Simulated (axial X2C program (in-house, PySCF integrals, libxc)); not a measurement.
**BeCd: bond constants with and without spin–orbit coupling**

Computed with an in-house relativistic program for diatomic molecules. Spin-free means the one-electron spin-free X2C Hamiltonian; two-component (2c) means X2C with spin–orbit coupling and atomic mean-field two-electron Coulomb and Gaunt terms, so the difference of the two also holds small scalar two-electron terms. Basis: Cd dyall-v3z [12s12p8d3f2g], Be dyall-v3z [8s8p3d1f] (cores contracted in-house); Gaussian nuclei, density fitting, unrestricted open shells. Masses: Cd 113.903 u, Be 9.012 u.

Input file and command:
```json
{"zs": [48, 4], "q": 0, "bas": ["dyall-v3z", "dyall-v3z"], "levels": ["PBE0", "HF", "B3LYP", "TPSSh"], "cc": false, "r0": 2.38, "npts": 10, "nst": 2, "ntry": 6}
```
```bash
python so2c.py task.json out
```

Keys: zs atomic numbers; q charge; bas basis sets; levels methods; cc coupled cluster on or off; r0 starting distance in Å; npts points on the curve; nst determinants followed; ntry starts of the search. HF also brings MP2.

State, spin-free: M_S = 0, Λ = 0 (closed shell); electrons by block: σα: 12, σβ: 12, π+α: 5, π+β: 5, π-α: 5, π-β: 5, δ+α: 2, δ+β: 2, δ-α: 2, δ-β: 2. Fragments: Cd + Be.

State, 2c: Ω = 0 (closed shell); electrons by block: 1/2: 17, -1/2: 17, 3/2: 7, -3/2: 7, 5/2: 2, -5/2: 2. Fragments: Cd + Be.

```tsv
Hamiltonian	level	Re (Å)	ωe (cm⁻¹)	ωexe (cm⁻¹)	Be (cm⁻¹)	αe (cm⁻¹)	De (eV)	D0 (eV)	k (mdyn/Å)	μ (D)
2c	PBE0	3.000	131.5	4.52	0.2243	0.00757	0.119	0.111	0.085	-0.41
2c	B3LYP	3.190	81.4	5.27	0.1984	0.0124	0.028	0.023	0.0326	-0.24
2c	TPSSh	2.980	132.1	3.96	0.2274	0.00756	0.119	0.111	0.0858	-0.55
```

Spin-free values that have a 2c row agree with it to the digits that matter (0.001 Å, 0.01 eV) and are not repeated.

Dipoles are positive if Be is the positive end.

One determinant describes the state; a PBE0 search over occupations chose it and may have missed a lower one. De is counted from the lowest determinant-based energies of the atoms at the same level, without counterpoise correction.

No reliable constants came from HF (2c), HF (spin-free), MP2 (2c), MP2 (spin-free): no minimum in range, unconverged points, a curve that is not smooth, a change of character along it, or the two Hamiltonians disagreeing along it.

Rough cost a point (2c) on 1 thread(s) of a shared host, integrals apart: PBE0 0.5 s, B3LYP 0.6 s, TPSSh 1 s.
